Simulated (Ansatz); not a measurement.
`F[SiH2][GeH3]` + H₂ → `[SiH3][GeH3]` + H–F at 500 K and 1 bar (hydrogenolysis of the Si–F bond).

Computed with Ansatz on PBE0-D4/def2-TZVP structures; ΔE is electronic, products minus reactants. CCSD(T)/CBS adds triple-zeta CCSD(T) − MP2 to the extrapolated MP2 energy (def2 sets, frozen cores). This one scheme is used for every species. For Ge outer-core shells are correlated without core-valence functions, which leaves a few kJ/mol of doubt a bond. Scalar relativity is left out up to krypton.

```json
{"species": "`F[SiH2][GeH3]`", "CCSD(T)/CBS energy (Eh)": "-2468.03899", "H − E (kJ/mol)": "151.9", "S (J/(mol·K))": "378.3"}
{"species": "H₂", "CCSD(T)/CBS energy (Eh)": "-1.17544", "H − E (kJ/mol)": "41.0", "S (J/(mol·K))": "145.5"}
{"species": "`[SiH3][GeH3]`", "CCSD(T)/CBS energy (Eh)": "-2368.78170", "H − E (kJ/mol)": "160.7", "S (J/(mol·K))": "342.8"}
{"species": "H–F", "CCSD(T)/CBS energy (Eh)": "-100.39570", "H − E (kJ/mol)": "39.4", "S (J/(mol·K))": "188.7"}
```

H − E and S are ideal-gas, rigid-rotor, harmonic terms from PBE0-D4/def2-TZVP. The MP2-based limit puts H₂ 0.8 mEh under its directly extrapolated value; such offsets cancel only in part. 1 Eh = 2625.50 kJ/mol, R = 8.31446 J/(mol·K).

By hand: ΔE, ΔH, ΔS and ΔG.

ΔE = (-2368.78170) + (-100.39570) − (-2468.03899) − (-1.17544) = 0.03703 Eh = 97.2 kJ/mol. Δ(H − E) = 160.7 + 39.4 − 151.9 − 41.0 = 7.2, so ΔH = 104.4 kJ/mol. ΔS = 342.8 + 188.7 − 378.3 − 145.5 = 7.7 J/(mol·K). ΔG = 104.4 − 500 × (7.7)/1000 = 100.6 kJ/mol.

By hand: the equilibrium constant, and the temperature at which ΔG would vanish if ΔH and ΔS stayed fixed.

log₁₀ K = −ΔG/(RT ln 10) = -10.5. ΔG = 0 at ΔH/ΔS = 13558 K, far beyond where these terms or the molecules hold.

The number of gas molecules stays the same, so ΔS is small and ΔH decides. A doubt of 5 kJ/mol in ΔE shifts log₁₀ K by 0.5 here. These are equilibria of isolated gas molecules and say nothing of rates. Largest T1 diagnostic: 0.012 (customary marks: 0.02 for closed shells, 0.045 for open ones).
